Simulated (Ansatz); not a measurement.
`CB(C)Cl` + `O[SiH3]` → `CB(C)O[SiH3]` + HCl at 600 K and 1 bar (ligand exchange at a B–Cl bond).

Program: Ansatz. Geometries: PBE0-D4/def2-TZVP. ΔE: electronic, gas phase. CBS: MP2 limit from def2 TZ/QZ plus the TZ coupled-cluster correction, frozen cores. This one scheme is used for every species. Each species was taken in one conformer, which may not be the lowest.

```json
{"species": "`CB(C)Cl`", "CCSD(T)/CBS energy (Eh)": "-564.35192", "H − E (kJ/mol)": "258.2", "S (J/(mol·K))": "398.7"}
{"species": "`O[SiH3]`", "CCSD(T)/CBS energy (Eh)": "-366.69042", "H − E (kJ/mol)": "135.7", "S (J/(mol·K))": "307.9"}
{"species": "`CB(C)O[SiH3]`", "CCSD(T)/CBS energy (Eh)": "-470.67451", "H − E (kJ/mol)": "355.9", "S (J/(mol·K))": "492.8"}
{"species": "HCl", "CCSD(T)/CBS energy (Eh)": "-460.38127", "H − E (kJ/mol)": "35.4", "S (J/(mol·K))": "207.2"}
```

H − E and S are ideal-gas, rigid-rotor, harmonic terms from PBE0-D4/def2-TZVP, for one conformer and one mirror image of each species. 1 Eh = 2625.50 kJ/mol, R = 8.31446 J/(mol·K).

**Question.** By hand: ΔE, ΔH, ΔS and ΔG.

**Answer.** ΔE = (-470.67451) + (-460.38127) − (-564.35192) − (-366.69042) = -0.01344 Eh = -35.3 kJ/mol. Δ(H − E) = 355.9 + 35.4 − 258.2 − 135.7 = -2.6, so ΔH = -37.9 kJ/mol. ΔS = 492.8 + 207.2 − 398.7 − 307.9 = -6.6 J/(mol·K). ΔG = -37.9 − 600 × (-6.6)/1000 = -33.9 kJ/mol.

**Question.** By hand: the equilibrium constant, and the temperature at which ΔG would vanish if ΔH and ΔS stayed fixed.

**Answer.** log₁₀ K = −ΔG/(RT ln 10) = 3.0. ΔG = 0 at ΔH/ΔS = 5742 K, far beyond where these terms or the molecules hold.

The number of gas molecules stays the same, so ΔS is small and ΔH decides. A doubt of 5 kJ/mol in ΔE shifts log₁₀ K by 0.4 here. Other conformers and mirror images would add mixing entropy, several J/(mol·K) or more a flexible species. Modes under 60 cm⁻¹, often nearly free rotors, make the harmonic entropy too high. These are equilibria of isolated gas molecules and say nothing of rates. Largest T1 diagnostic: 0.011 (customary marks: 0.02 for closed shells, 0.045 for open ones).
